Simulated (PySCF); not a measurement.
Cl2Si, triplet, at a GFN2-xTB geometry (the spin is typed, not shown lowest), atoms displaced at random by about 0.03 Å a coordinate; PBE0/cc-pVDZ, gradient by finite differences in PySCF.

Input for PySCF:
```python
from pyscf import gto, scf, dft

mol = gto.Mole()
mol.atom = '''
    Si    0.04898822   -0.04440833    0.74755493
    Cl    1.15306313    1.37230250   -0.33534043
    Cl   -1.17180085   -1.31550187   -0.28164275
'''
mol.basis = 'cc-pvdz'
mol.spin = 2
mol.verbose = 4
mol.build()

mf = dft.UKS(mol)
mf.xc = 'pbe0'
mf.conv_tol = 1e-11
mf.kernel()
scan, done = mf.as_scanner(), []
scan.scf_summary = {}
def energy(d):
    c = mol.atom_coords()
    c[1, 2] += d
    e = scan(mol.set_geom_(c, unit='Bohr', inplace=False))
    done.append(scan.converged)
    return e
h = 0.2
fd = (energy(h) - energy(-h)) / (2 * h)
print('dE/dx =', fd)
```

It wrote (shortened):

```
PySCF version 2.14.0

[INPUT] verbose = 4
[INPUT] num. atoms = 3
[INPUT] num. electrons = 48
[INPUT] charge = 0
[INPUT] spin (= nelec alpha-beta = 2S) = 2
[INPUT] symmetry False subgroup None
[INPUT] Mole.unit = angstrom
[INPUT] Symbol           X                Y                Z      unit          X                Y                Z       unit  Magmom
[INPUT]  1 Si     0.048988220000  -0.044408330000   0.747554930000 AA    0.092574319130  -0.083919581349   1.412674080768 Bohr   0.0
[INPUT]  2 Cl     1.153063130000   1.372302500000  -0.335340430000 AA    2.178973520034   2.593275885056  -0.633701571194 Bohr   0.0
[INPUT]  3 Cl    -1.171800850000  -1.315501870000  -0.281642750000 AA   -2.214382679033  -2.485938250653  -0.532227662469 Bohr   0.0

nuclear repulsion = 164.789454955567
number of shells = 15
number of NR pGTOs = 123
number of NR cGTOs = 54
basis = cc-pvdz
ecp = {}

******** <class 'pyscf.dft.uks.UKS'> ********
method = UKS
initial guess = minao
damping factor = 0
level_shift factor = 0
DIIS = <class 'pyscf.scf.diis.CDIIS'>
diis_start_cycle = 1
diis_space = 8
diis_damp = 0
SCF conv_tol = 1e-11
SCF conv_tol_grad = None
SCF max_cycles = 50
direct_scf = True
direct_scf_tol = 1e-13
number electrons alpha = 25  beta = 23
XC library pyscf.dft.libxc version 7.1.2
    S. Lehtola, C. Steigemann, M. J. T. Oliveira, and M. A. L. Marques,  SoftwareX 7, 1–5 (2018)
XC functionals = pbe0
    C. Adamo and V. Barone,  J. Chem. Phys. 110, 6158 (1999)
    M. Ernzerhof and G. E. Scuseria,  J. Chem. Phys. 110, 5029 (1999)
radial grids:
    Treutler-Ahlrichs [JCP 102, 346 (1995); DOI:10.1063/1.469408] (M4) radial grids

becke partition: Becke, JCP 88, 2547 (1988); DOI:10.1063/1.454033
pruning grids: <function nwchem_prune>
grids dens level: 3
symmetrized grids: False
atomic radii adjust function: <function treutler_atomic_radii_adjust>
small_rho_cutoff = 0
Set gradient conv threshold to 3.16228e-06
tot grids = 56944
init E= -1209.70467955614

cycle= 1 E= -1209.42654033852  delta_E= 0.278  |g|= 0.217  |ddm|=  1.3
cycle= 2 E= -1209.40272548343  delta_E= 0.0238  |g|= 0.296  |ddm|= 0.597
cycle= 3 E= -1209.46254659533  delta_E= -0.0598  |g|= 0.018  |ddm|= 0.306
cycle= 4 E= -1209.462886468  delta_E= -0.00034  |g|= 0.0071  |ddm|= 0.0355
cycle= 5 E= -1209.46293032892  delta_E= -4.39e-05  |g|= 0.00246  |ddm|= 0.0132
cycle= 6 E= -1209.46293634156  delta_E= -6.01e-06  |g|= 0.000984  |ddm|= 0.00484
cycle= 7 E= -1209.46293747159  delta_E= -1.13e-06  |g|= 0.000348  |ddm|= 0.00201
cycle= 8 E= -1209.46293764115  delta_E= -1.7e-07  |g|= 6.57e-05  |ddm|= 0.000855
cycle= 9 E= -1209.46293764656  delta_E= -5.41e-09  |g|= 2.38e-05  |ddm|= 0.00015
cycle= 10 E= -1209.46293764697  delta_E= -4.15e-10  |g|= 4.32e-06  |ddm|= 2.83e-05
cycle= 11 E= -1209.462937647  delta_E= -2.43e-11  |g|= 7.78e-07  |ddm|= 9.76e-06
cycle= 12 E= -1209.462937647  delta_E= 1.59e-12  |g|= 3.84e-07  |ddm|= 2.36e-06
Extra cycle  E= -1209.462937647  delta_E= -2.73e-12  |g|= 4.33e-07  |ddm|= 9.32e-07
converged SCF energy = -1209.462937647  <S^2> = 2.002969  2S+1 = 3.0019787
Create scanner for <class 'pyscf.dft.uks.UKS'>

WARN: Mole.unit (angstrom) is changed to Bohr

New geometry
   1 Si     0.048988220000  -0.044408330000   0.747554930000 AA    0.092574319130  -0.083919581349   1.412674080768 Bohr
   2 Cl     1.153063130000   1.372302500000  -0.229504987816 AA    2.178973520034   2.593275885056  -0.433701571194 Bohr
   3 Cl    -1.171800850000  -1.315501870000  -0.281642750000 AA   -2.214382679033  -2.485938250653  -0.532227662469 Bohr

******** <class 'pyscf.scf.hf.UKS_Scanner'> ********
method = UKS_Scanner
initial guess = minao
damping factor = 0
level_shift factor = 0
DIIS = <class 'pyscf.scf.diis.CDIIS'>
diis_start_cycle = 1
diis_space = 8
diis_damp = 0
SCF conv_tol = 1e-11
SCF conv_tol_grad = None
SCF max_cycles = 50
direct_scf = True
direct_scf_tol = 1e-13
number electrons alpha = 25  beta = 23
XC library pyscf.dft.libxc version 7.1.2
    S. Lehtola, C. Steigemann, M. J. T. Oliveira, and M. A. L. Marques,  SoftwareX 7, 1–5 (2018)
XC functionals = pbe0
    C. Adamo and V. Barone,  J. Chem. Phys. 110, 6158 (1999)
    M. Ernzerhof and G. E. Scuseria,  J. Chem. Phys. 110, 5029 (1999)
radial grids:
    Treutler-Ahlrichs [JCP 102, 346 (1995); DOI:10.1063/1.469408] (M4) radial grids

becke partition: Becke, JCP 88, 2547 (1988); DOI:10.1063/1.454033
pruning grids: <function nwchem_prune>
grids dens level: 3
symmetrized grids: False
atomic radii adjust function: <function treutler_atomic_radii_adjust>
small_rho_cutoff = 0
Set gradient conv threshold to 3.16228e-06
tot grids = 56944
init E= -1209.4819935591
cycle= 1 E= -1209.46230270226  delta_E= 0.0197  |g|= 0.0158  |ddm|= 0.0641
cycle= 2 E= -1209.46233419264  delta_E= -3.15e-05  |g|= 0.0162  |ddm|= 0.0359
cycle= 3 E= -1209.46250091684  delta_E= -0.000167  |g|= 0.00166  |ddm|= 0.0176
cycle= 4 E= -1209.46250271346  delta_E= -1.8e-06  |g|= 0.000593  |ddm|= 0.0022
cycle= 5 E= -1209.4625030323  delta_E= -3.19e-07  |g|= 0.000132  |ddm|= 0.000993
cycle= 6 E= -1209.46250305773  delta_E= -2.54e-08  |g|= 9.14e-05  |ddm|= 0.000336
cycle= 7 E= -1209.46250306485  delta_E= -7.12e-09  |g|= 2.03e-05  |ddm|= 0.000141
cycle= 8 E= -1209.46250306561  delta_E= -7.59e-10  |g|= 6.51e-06  |ddm|= 6.63e-05
cycle= 9 E= -1209.46250306565  delta_E= -3.82e-11  |g|= 1.54e-06  |ddm|= 1.22e-05
cycle= 10 E= -1209.46250306565  delta_E= -2.5e-12  |g|= 2.9e-07  |ddm|= 3.57e-06
Extra cycle  E= -1209.46250306565  delta_E= -2.27e-13  |g|= 2.24e-07  |ddm|= 1.04e-06
converged SCF energy = -1209.46250306565  <S^2> = 2.0028364  2S+1 = 3.0018903

WARN: Mole.unit (angstrom) is changed to Bohr

New geometry
   1 Si     0.048988220000  -0.044408330000   0.747554930000 AA    0.092574319130  -0.083919581349   1.412674080768 Bohr
   2 Cl     1.153063130000   1.372302500000  -0.441175872184 AA    2.178973520034   2.593275885056  -0.833701571194 Bohr
   3 Cl    -1.171800850000  -1.315501870000  -0.281642750000 AA   -2.214382679033  -2.485938250653  -0.532227662469 Bohr

******** <class 'pyscf.scf.hf.UKS_Scanner'> ********
method = UKS_Scanner
initial guess = minao
damping factor = 0
level_shift factor = 0
DIIS = <class 'pyscf.scf.diis.CDIIS'>
diis_start_cycle = 1
diis_space = 8
diis_damp = 0
SCF conv_tol = 1e-11
SCF conv_tol_grad = None
SCF max_cycles = 50
direct_scf = True
direct_scf_tol = 1e-13
number electrons alpha = 25  beta = 23
XC library pyscf.dft.libxc version 7.1.2
    S. Lehtola, C. Steigemann, M. J. T. Oliveira, and M. A. L. Marques,  SoftwareX 7, 1–5 (2018)
XC functionals = pbe0
    C. Adamo and V. Barone,  J. Chem. Phys. 110, 6158 (1999)
    M. Ernzerhof and G. E. Scuseria,  J. Chem. Phys. 110, 5029 (1999)
radial grids:
    Treutler-Ahlrichs [JCP 102, 346 (1995); DOI:10.1063/1.469408] (M4) radial grids

becke partition: Becke, JCP 88, 2547 (1988); DOI:10.1063/1.454033
pruning grids: <function nwchem_prune>
grids dens level: 3
symmetrized grids: False
atomic radii adjust function: <function treutler_atomic_radii_adjust>
small_rho_cutoff = 0
Set gradient conv threshold to 3.16228e-06
tot grids = 56944
init E= -1209.41845279347
cycle= 1 E= -1209.46013464551  delta_E= -0.0417  |g|= 0.0415  |ddm|= 0.13
cycle= 2 E= -1209.46017270849  delta_E= -3.81e-05  |g|= 0.0445  |ddm|= 0.0952
cycle= 3 E= -1209.4614462533  delta_E= -0.00127  |g|= 0.005  |ddm|= 0.0487
cycle= 4 E= -1209.46146236915  delta_E= -1.61e-05  |g|= 0.00152  |ddm|= 0.00613
cycle= 5 E= -1209.46146443479  delta_E= -2.07e-06  |g|= 0.000481  |ddm|= 0.00254
cycle= 6 E= -1209.46146470384  delta_E= -2.69e-07  |g|= 0.000273  |ddm|= 0.000971
cycle= 7 E= -1209.46146479248  delta_E= -8.86e-08  |g|= 5.19e-05  |ddm|= 0.000575
cycle= 8 E= -1209.46146479866  delta_E= -6.17e-09  |g|= 1.97e-05  |ddm|= 0.000197
cycle= 9 E= -1209.46146479903  delta_E= -3.75e-10  |g|= 3.71e-06  |ddm|= 3.61e-05
cycle= 10 E= -1209.46146479905  delta_E= -1.77e-11  |g|= 7.11e-07  |ddm|= 7.57e-06
cycle= 11 E= -1209.46146479905  delta_E= 1.59e-12  |g|= 3.05e-07  |ddm|= 1.79e-06
Extra cycle  E= -1209.46146479905  delta_E= -1.82e-12  |g|= 1.97e-07  |ddm|= 6.72e-07
converged SCF energy = -1209.46146479905  <S^2> = 2.0031792  2S+1 = 3.0021187
dE/dx = -0.002595666504703331
```
